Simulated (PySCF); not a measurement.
Induced dipoles and field energies

Compound: phenyl isocyanate, C₇H₅NO.
Numbering: `[O:1]=[C:2]=[N:3][c:4]1[cH:5][cH:6][cH:7][cH:8][cH:9]1` (hydrogens: H10 on C5; H11 on C6; H12 on C7; H13 on C8; H14 on C9)

Cartesian coordinates in Å at the GFN2-xTB level; atoms count from 1:
```
atom  x, y, z in Å
O1     4.292    0.174    0.303
C2     3.158   -0.059    0.255
N3     2.051   -0.497    0.244
C4     0.712   -0.230    0.094
C5    -0.185   -1.287    0.209
C6    -1.539   -1.054    0.064
C7    -2.005    0.225   -0.197
C8    -1.109    1.276   -0.312
C9     0.248    1.057   -0.168
H10    0.191   -2.278    0.411
H11   -2.236   -1.874    0.154
H12   -3.063    0.403   -0.310
H13   -1.468    2.274   -0.515
H14    0.953    1.871   -0.255
```

Level: PBE0/def2-SVPD (PySCF); nuclei fixed, core orbitals frozen in the response. Permanent dipole (-2.573, 0.220, -0.238) D (1 au = 2.5417 D). Static polarisability (au):

```
x   137.14   3.91   6.11
y     3.91  85.40  -5.92
z     6.11  -5.92  51.37
```

Only the terms in μ and α are kept: μ(F) = μ + αF and ΔE = −μ·F − ½ F·αF.

(1) Apply 0.01 au along ±x, ±y and ±z in turn. Tabulate induced and total dipoles and both energy terms.

(2) For the field (-0.0030, 0.0080, 0.0060) au, what is the induced dipole, and what angle does it make with the field?

(3) At what field along the permanent dipole would the induced dipole along it equal the permanent one, in this linear picture?

(4) What field makes μF equal to kT at 100 K?

(5) Induction energy −ᾱe²/2R⁴ of a unit charge at 9 Å, the molecule taken as a point?

## Answers

(1) 
```csv
field along,induced x (D),induced y (D),induced z (D),total size (D),−μ·F (kJ/mol),−½F·αF (kJ/mol)
+x,3.486,0.099,0.155,0.971,+26.578,-18.003
−x,-3.486,-0.099,-0.155,6.073,-26.578,-18.003
+y,0.099,2.171,-0.150,3.462,-2.272,-11.211
−y,-0.099,-2.171,0.150,3.310,+2.272,-11.211
+z,0.155,-0.150,1.306,2.644,+2.458,-6.744
−z,-0.155,0.150,-1.306,3.157,-2.458,-6.744
```

(2) αF = (-0.873, 1.616, 0.616) D, at 17.9° to the field. The polarisability along this direction, F·αF/F², is 69.48 au, against a mean of 91.31 au.

(3) The polarisability along the dipole is 136.59 au, so F = 1.0203 au / 136.59 au = 0.0075 au = 0.38 V/Å; higher-order terms are ignored.

(4) kT = 0.3167 × 10⁻³ Eh, so F = 0.00031 au = 1.6 MV/cm.

(5) R = 17.01 bohr, so the energy is −91.3/(2 × 17.01⁴) Eh = -1.43 kJ/mol. The charge–dipole term at its most favourable orientation, −μe/R², is -9.26 kJ/mol.

The structure is a single GFN2-xTB conformer in the gas phase; no vibrational or solvent corrections.
